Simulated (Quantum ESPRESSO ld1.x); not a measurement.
Problem. Mn+, configuration [Ar] 3d5 4s1 (the NIST ground configuration). Calculated with ld1.x of Quantum ESPRESSO 7.5: scalar-relativistic Kohn-Sham, LDA (Slater exchange, VWN5 correlation), spin-polarised, spherical densities, point nucleus; open shells are filled with parallel spins first. Some entries of the table are withheld. Estimate them.

orbital,occ.,eigenvalue (eV),r(max) (bohr)
1s up,1,-6421.86,0.040
1s down,1,-6421.80,0.040
2s up,1,-750.307,0.233
2s down,1,-748.027,0.233
2p up,3,-637.644,0.189
2p down,3,-635.872,0.189
3s up,1,-95.1436,(1)
3s down,1,-90.0578,(2)
3p up,3,-64.2123,0.754
3p down,3,-59.2219,0.754
3d up,5,-16.5591,0.754
4s up,1,-12.8555,2.33
3d down,0,-11.9202,0.766
4s down,0,-10.4246,2.44

Solution. 
(1) 3s up r(max) (bohr): 0.736
(2) 3s down r(max) (bohr): 0.736
